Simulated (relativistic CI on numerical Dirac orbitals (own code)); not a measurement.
## Zn³⁺: M2,3 absorption edge

Computed with this model: Dirac-Coulomb-Breit CI, separate exchange-only KLI orbitals for each configuration, QED by a radiative potential, valence Slater integrals scaled by 0.7, multiplet model of core-to-valence dipole absorption; configurations [Ar] 3d9 → [Ne] 3s2 3p5 3d10; 80 K; Lorentzian 0.8 eV and Gaussian 0.3 eV FWHM. Energies are those of the free ion, without screening or charge transfer. The branching ratio is the share of the lower-energy edge in the whole absorption, uncertain by about 0.02 where the edges overlap. S is read from ⟨S²⟩ = S(S + 1).

Field parameters in Wybourne normalisation: Oh B⁴₀ = 21Dq, B⁴₄ = √(5/14) B⁴₀. The field is a parameter set, without covalency.

Computed curve for free ion, scaled to 100 at the maximum (points under 2 are left out and the grid is thinned):

(Energy (eV), Intensity): (79.8, 2.1), (79.9, 2.2), (80.1, 2.6), (80.2, 2.8), (80.4, 3.3), (80.5, 3.6), (80.7, 4.3), (80.8, 4.8), (81.0, 5.9), (81.1, 6.6), (81.3, 8.6), (81.4, 9.9), (81.6, 13.5), (81.7, 16.0), (81.9, 23.5), (82.0, 29.2), (82.2, 46.5), (82.3, 58.8), (82.5, 87.0), (82.6, 97.1), (82.8, 94.5), (82.9, 82.7), (83.1, 54.6), (83.2, 43.1), (83.4, 27.2), (83.5, 22.1), (83.7, 15.1), (83.8, 12.8), (84.0, 9.4), (84.1, 8.2), (84.3, 6.4), (84.4, 5.7), (84.6, 4.6), (84.7, 4.2), (84.9, 3.5), (85.0, 3.2), (85.2, 2.7), (85.3, 2.5), (85.5, 2.2), (85.6, 2.0)

The ground state has S = 0.50, and the centroid lies at 82.68 eV.
